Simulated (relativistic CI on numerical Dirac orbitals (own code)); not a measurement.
Level scheme of Ag III

These numbers are calculated, not measured: Dirac-Coulomb-Breit CI, KLI orbitals optimised for each configuration, a model potential for QED, valence Slater integrals scaled by 0.85, P86 correlation energy added to each configuration (own radial code, finite nucleus).

Configurations in the expansion (outside the closed core [Kr]): 4d⁹, 4d⁸5s, 4d⁸5p, 4d⁸4f, 4d⁷5s², 4d⁸5d, 4d⁸6s, 4d⁸6p, 4d⁷4f², 4d⁷5s5p, 4d⁸7s, 4d⁸6d, 4d⁸7p, 4d⁸5f, 4d⁸5g, 4d⁸7d, 4d⁸6f, 4d⁷5p², 4d⁷5s6s. Levels of other configurations are missing.

The lowest level is 4d⁹ ²D5/2, with 99 % of that term; Hund's rules for 4d⁹ give ²D with J = 5/2, in agreement.

```
No.  Configuration  Term     J   E (eV)   %  Landé g  Lifetime (s)        jj configuration (%)
  1            4d⁹    ²D   5/2   0.0000  99    1.200                              4d5/2^5 (99)
  2            4d⁹    ²D   3/2   0.5416  99    0.799      7.42e-01        4d3/2^3 4d5/2^6 (99)
  3          4d⁸5s    ⁴F   9/2   8.2204  99    1.332      6.97e-01             4d5/2^4 5s (86)
  4          4d⁸5s    ⁴F   7/2   8.5253  91    1.229      1.73e-02     4d3/2^3 4d5/2^5 5s (54)
  5          4d⁸5s    ⁴F   5/2   8.8075  96    1.030      6.12e-02     4d3/2^3 4d5/2^5 5s (77)
  6          4d⁸5s    ⁴F   3/2   8.9589  92    0.431      4.23e-02     4d3/2^2 4d5/2^6 5s (43)
  7          4d⁸5s    ²F   7/2   9.2876  90    1.148      1.09e-03     4d3/2^3 4d5/2^5 5s (57)
  8          4d⁸5s    ²F   5/2   9.6150  59    1.053      1.37e-03             4d5/2^4 5s (58)
  9          4d⁸5s    ⁴P   5/2   9.9555  61    1.339      2.83e-03     4d3/2^3 4d5/2^5 5s (54)
 10          4d⁸5s    ⁴P   3/2  10.1089  50    1.293      3.03e-03             4d5/2^4 5s (54)
 11          4d⁸5s    ⁴P   1/2  10.3266  98    2.660      1.12e-01             4d5/2^4 5s (36)
 12          4d⁸5s    ⁴P   3/2  10.4217  50    1.290      2.88e-03     4d3/2^3 4d5/2^5 5s (63)
 13          4d⁸5s    ²D   5/2  10.6309  66    1.264      2.03e-03     4d3/2^2 4d5/2^6 5s (62)
 14          4d⁸5s    ²G   9/2  11.0402  99    1.112      1.45e-03     4d3/2^3 4d5/2^5 5s (86)
 15          4d⁸5s    ²G   7/2  11.0555  98    0.892      1.71e-03     4d3/2^3 4d5/2^5 5s (88)
 16          4d⁸5s    ²P   3/2  11.0969  84    1.251      5.38e-04     4d3/2^3 4d5/2^5 5s (70)
 17          4d⁸5s    ²P   1/2  11.1652  98    0.682      4.74e-04     4d3/2^3 4d5/2^5 5s (65)
 18          4d⁸5s    ²S   1/2  14.3482  97    1.996      4.52e-04     4d3/2^2 4d5/2^6 5s (56)
 19          4d⁸5p   ⁴D°   7/2  14.4642  89    1.404      1.86e-09          4d5/2^4 5p1/2 (68)
 20          4d⁸5p   ⁴G°   9/2  14.8294  45    1.185      1.75e-09          4d5/2^4 5p1/2 (84)
 21          4d⁸5p   ⁴D°   5/2  14.9029  88    1.333      1.70e-09  4d3/2^3 4d5/2^5 5p1/2 (38)
 22          4d⁸5p   ⁴G°  11/2  15.0636  99    1.271      1.37e-09          4d5/2^4 5p3/2 (87)
 23          4d⁸5p   ⁴G°   7/2  15.1821  61    1.050      1.57e-09  4d3/2^3 4d5/2^5 5p1/2 (69)
 24          4d⁸5p   ⁴D°   3/2  15.2415  92    1.160      1.70e-09  4d3/2^3 4d5/2^5 5p3/2 (53)
 25          4d⁸5p   ⁴F°   9/2  15.2966  71    1.271      1.41e-09          4d5/2^4 5p3/2 (86)
 26          4d⁸5p   ⁴G°   5/2  15.3776  70    0.707      1.51e-09  4d3/2^3 4d5/2^5 5p1/2 (41)
 27          4d⁸5p   ⁴D°   1/2  15.4122  93    0.038      1.69e-09  4d3/2^2 4d5/2^6 5p3/2 (39)
 28          4d⁸5p   ²F°   7/2  15.4932  46    1.150      1.12e-09          4d5/2^4 5p3/2 (33)
 29          4d⁸5p   ²D°   3/2  15.5808  49    0.744      1.26e-09          4d5/2^4 5p1/2 (52)
 30          4d⁸5p   ⁴G°   9/2  15.6631  52    1.157      1.50e-09  4d3/2^3 4d5/2^5 5p3/2 (96)
 31          4d⁸5p   ⁴F°   5/2  15.6860  41    1.019      8.86e-10  4d3/2^3 4d5/2^5 5p1/2 (38)
 32          4d⁸5p   ²D°   5/2  15.7900  34    1.062      7.26e-10  4d3/2^3 4d5/2^5 5p3/2 (59)
 33          4d⁸5p   ²F°   7/2  15.8482  39    1.118      1.21e-09  4d3/2^3 4d5/2^5 5p3/2 (85)
 34          4d⁸5p   ²G°   7/2  15.9940  54    0.987      1.25e-09  4d3/2^2 4d5/2^6 5p3/2 (33)
 35          4d⁸5p   ⁴F°   3/2  16.0544  45    0.955      1.21e-09  4d3/2^3 4d5/2^5 5p3/2 (29)
 36          4d⁸5p   ²D°   5/2  16.2196  40    1.203      4.72e-10          4d5/2^4 5p3/2 (40)
 37          4d⁸5p   ⁴P°   1/2  16.3078  81    2.292      1.87e-09  4d3/2^3 4d5/2^5 5p1/2 (50)
 38          4d⁸5p   ⁴P°   3/2  16.3318  49    1.265      6.98e-10  4d3/2^3 4d5/2^5 5p3/2 (38)
 39          4d⁸5p   ⁴P°   5/2  16.3407  42    1.229      1.14e-09  4d3/2^3 4d5/2^5 5p3/2 (47)
 40          4d⁸5p   ²F°   5/2  16.6155  60    1.015      1.00e-09          4d5/2^4 5p3/2 (32)
 41          4d⁸5p   ²P°   1/2  16.7774  74    1.025      1.66e-09          4d5/2^4 5p3/2 (37)
 42          4d⁸5p   ²F°   7/2  16.7915  56    1.214      8.89e-10          4d5/2^4 5p3/2 (57)
 43          4d⁸5p   ²D°   3/2  16.9963  47    1.134      4.30e-10  4d3/2^2 4d5/2^6 5p1/2 (44)
 44          4d⁸5p   ⁴D°   3/2  17.0850  34    1.112      1.20e-09  4d3/2^3 4d5/2^5 5p1/2 (39)
 45          4d⁸5p   ²D°   5/2  17.1059  78    1.206      5.26e-10  4d3/2^3 4d5/2^5 5p1/2 (27)
 46          4d⁸5p   ⁴D°   1/2  17.1456  92    0.058      1.23e-09          4d5/2^4 5p1/2 (37)
 47          4d⁸5p   ⁴D°   3/2  17.1930  53    1.179      6.69e-10  4d3/2^3 4d5/2^5 5p1/2 (37)
 48          4d⁸5p   ²H°   9/2  17.2018  96    0.917      1.85e-09  4d3/2^3 4d5/2^5 5p1/2 (75)
 49          4d⁸5p   ⁴D°   5/2  17.2146  51    1.223      9.40e-10  4d3/2^3 4d5/2^5 5p3/2 (49)
 50          4d⁸5p   ²F°   7/2  17.2301  54    1.268      5.08e-10  4d3/2^3 4d5/2^5 5p3/2 (36)
 51          4d⁸5p   ²D°   5/2  17.5069  59    1.223      1.04e-09  4d3/2^3 4d5/2^5 5p3/2 (85)
 52          4d⁸5p   ²H°  11/2  17.5337  99    1.092      1.56e-09  4d3/2^3 4d5/2^5 5p3/2 (87)
 53          4d⁸5p   ²D°   3/2  17.6150  73    0.942      4.27e-10  4d3/2^3 4d5/2^5 5p3/2 (48)
 54          4d⁸5p   ²F°   7/2  17.6782  73    1.194      7.93e-10  4d3/2^3 4d5/2^5 5p3/2 (32)
 55          4d⁸5p   ²P°   3/2  17.6970  56    1.185      3.03e-10  4d3/2^3 4d5/2^5 5p3/2 (36)
 56          4d⁸5p   ²S°   1/2  17.7965  80    1.759      8.76e-10  4d3/2^3 4d5/2^5 5p3/2 (55)
 57          4d⁸5p   ²F°   5/2  17.8093  88    0.893      4.29e-10  4d3/2^3 4d5/2^5 5p3/2 (74)
 58          4d⁸5p   ⁴S°   3/2  17.8855  86    1.924      8.21e-10  4d3/2^3 4d5/2^5 5p3/2 (43)
 59          4d⁸5p   ²P°   1/2  18.1126  83    0.822      2.37e-10  4d3/2^3 4d5/2^5 5p3/2 (65)
 60          4d⁸5p   ²G°   7/2  18.2307  94    0.900      1.25e-09  4d3/2^3 4d5/2^5 5p3/2 (65)
 61          4d⁸5p   ²G°   9/2  18.2855  95    1.106      1.27e-09  4d3/2^3 4d5/2^5 5p3/2 (75)
 62         4d⁷5s²    ⁴F   9/2  19.5935  93    1.325      9.73e-08                4d5/2^3 (64)
 63         4d⁷5s²    ⁴F   7/2  20.0180  95    1.235      7.86e-08        4d3/2^3 4d5/2^4 (84)
 64         4d⁷5s²    ⁴F   5/2  20.2674  94    1.033      7.32e-08        4d3/2^2 4d5/2^5 (57)
 65         4d⁷5s²    ⁴F   3/2  20.4200  91    0.421      7.14e-08        4d3/2^3 4d5/2^4 (37)
 66          4d⁸5p   ²P°   1/2  20.8558  97    0.667      7.00e-10  4d3/2^2 4d5/2^6 5p1/2 (57)
 67          4d⁸5p   ²P°   3/2  21.2029  97    1.334      8.50e-10  4d3/2^2 4d5/2^6 5p3/2 (54)
 68         4d⁷5s²    ⁴P   3/2  21.4616  65    1.591      2.51e-08                4d5/2^3 (58)
 69         4d⁷5s²    ⁴P   5/2  21.5127  92    1.584      1.83e-08        4d3/2^3 4d5/2^4 (54)
 70         4d⁷5s²    ²G   9/2  21.5864  78    1.087      2.51e-08        4d3/2^3 4d5/2^4 (53)
```

Energies count from the lowest computed level; ° marks odd parity; lifetimes are radiative, by E1, M1, E2 decay to levels of this space only. Filled j subshells are mostly left out of the jj labels.

The mean weight of the leading LS term, summed over parents, in these 70 levels is 74 %, and that of the leading jj configuration (from the same eigenvectors) 57 %, so LS coupling describes them better.

Correlation outside the listed configurations is missing or only estimated: errors of thousands of cm⁻¹ between configurations and terms are usual at this charge. Rates and lifetimes follow the computed energies and can be off by large factors. The fine structure of a lone outer electron comes out too small, for d and f at times inverted, and misplaced configurations move strength between like terms. 11 of the 13 excited levels that our extract of the measured tables holds in this range could be paired (the sources list more); they are missed by 3020 cm⁻¹ on average and 3891 at most, and levels without a partner can miss by more.

LS names give the leading component of a level, which can be under half, so a name can repeat, a term be missing and a line seem to break the LS rules.
